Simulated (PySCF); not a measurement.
GeH4OTe, SMILES [Te](O)[GeH3].

The structure is a stationary point at PBE0-D3(BJ)/def2-SVP. The structure was generated by enumeration, and PubChem lists no compound with its InChIKey, so it may never have been made. The def2 effective core potentials stand for the cores of Te; spin–orbit coupling is left out. Other conformers were not sampled.

All values below come from TDA-PBE/def2-SVPD run with PySCF.

Vertical excitations. The molecule is in vacuum.

| state | energy (eV) | λ (nm) | f | main pairs |
|---|---|---|---|---|
| S1 | 2.77 | 448 | 0.002 | HOMO→LUMO 99 % |
| S2 | 3.98 | 312 | 0.001 | HOMO−1→LUMO 98 % |
| S3 | 4.07 | 305 | 0.005 | HOMO→LUMO+1 98 % |
| S4 | 4.75 | 261 | 0.032 | HOMO→LUMO+2 100 % |
| S5 | 5.42 | 229 | 0.040 | HOMO−1→LUMO+1 62 %, HOMO−2→LUMO 17 %, HOMO→LUMO+3 15 % |
| S6 | 5.56 | 223 | 0.010 | HOMO→LUMO+3 64 %, HOMO−2→LUMO 27 % |
| S7 | 5.67 | 219 | 0.016 | HOMO→LUMO+4 73 %, HOMO−2→LUMO 22 % |
| S8 | 5.74 | 216 | 0.006 | HOMO→LUMO+5 77 %, HOMO−3→LUMO 15 % |
| S9 | 5.82 | 213 | 0.009 | HOMO−3→LUMO 67 %, HOMO→LUMO+5 16 % |
| S10 | 5.95 | 208 | 0.045 | HOMO→LUMO+6 89 % |
| T1 | 2.07 | 598 | 0 | HOMO→LUMO 100 % |
| T2 | 3.39 | 365 | 0 | HOMO−1→LUMO 100 % |
| T3 | 3.59 | 346 | 0 | HOMO→LUMO+1 100 % |
| T4 | 4.61 | 269 | 0 | HOMO→LUMO+2 99 % |
Triplets are in the Tamm–Dancoff approximation.
